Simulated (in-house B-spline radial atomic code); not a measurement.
Results of a calculation; reference values are marked as such.
Stopping and range of 1 keV B in InAs

The pair potential comes from two frozen, spherical free-atom densities (PBE, B-spline radial code, scalar-relativistic past argon): electrostatics plus the change in Thomas-Fermi kinetic and Dirac exchange energy where they overlap, the recipe behind the universal ZBL potential, which averages such potentials (from solid-state densities) over many pairs. It is written V = (Z1 Z2 e²/r) φ(r/a), with e² = 14.3996 eV·Å and a = 0.46850 Å/(Z1^0.23 + Z2^0.23); ZBL's fit is φ = 0.18175 e^(−3.1998x) + 0.50986 e^(−0.94229x) + 0.28022 e^(−0.4029x) + 0.02817 e^(−0.20162x). Where φ falls below 4e-4 it is continued as an exponential.

The target is taken as amorphous, with density 5.68 g/cm³ (NSM archive of the Ioffe Institute); channelling is ignored. Masses: B 10.81, In 114.82, As 74.92 u. Nuclear stopping is S_n = 4π a Z1 Z2 e² M1/(M1 + M2) × s_n(ε), with s_n integrated over impact parameters for each pair. Electronic stopping is Lindhard and Scharff's S_e = Z1^(1/6) 8π e² a0 Z1 Z2/(Z1^(2/3) + Z2^(2/3))^(3/2) × v/v0, with a0 = 0.529177 Å and v = v0 at 24.801 keV/u; it misses the oscillations with Z1 seen in experiment, which reach tens of per cent. Compounds add by atom fraction.

```
target atom    a (Å)  ε at this energy  s_n, this pair  s_n, ZBL potential
         In  0.12026           0.03116          0.2532              0.2418
         As  0.12721           0.04679          0.2748              0.2702
```

**Question.** What are the atom density and the stopping powers at entry?

**Answer.** N = 5.68 × 0.602214/94.87 = 0.03606 atoms/Å³. For In: S_n = 458.8 × 0.2532 = 116.2 eV·Å², S_e = 1.7982 × √1000 = 56.86 eV·Å². For As: S_n = 478.9 × 0.2748 = 131.6 eV·Å², S_e = 1.6617 × √1000 = 52.55 eV·Å². Averaged over the target's atoms (half each) and times N × 10 Å/nm, the ion loses N S_n = 44.7 eV/nm to recoils and N S_e = 19.7 eV/nm to electrons; the nuclear share is 69 %.

Along the track:

```tsv
E (keV)	N S_n (eV/nm)	N S_e (eV/nm)
0.05	14.2	4.41
0.15	23.2	7.64
0.3	30.3	10.8
0.5	36.2	13.9
0.75	41.1	17.1
1	44.7	19.7
```

**Question.** Estimate the path length and the projected range.

**Answer.** With continuous slowing down the path is the integral of dE/(N (S_n + S_e)). Trapezoids over the table give 21.7 nm, and the stretch below the first row, with stopping taken as √E, adds 2E/(N S) = 5.4 nm: 27.1 nm in all, against 25 nm on a fine grid from 5 eV, a cut that itself drops some per cent of so short a path. Deflections shorten the depth: to first order in the energy passed on, N (S_n + S_e) dR_p/dE = 1 − N S_n (M2/M1) R_p/(2E), summed over the target's atoms, and integrating this on the fine grid gives R_p = 4.21 nm, 0.17 of the path. Lindhard's rule of thumb R/(1 + M2/3M1), with mean M2/M1 = 8.78, gives 6.38 nm; it is meant for M2/M1 below about 2. On the ZBL potential the same equation gives 4.34 nm, and the full integral equation, which keeps hard collisions, 4.45 nm.
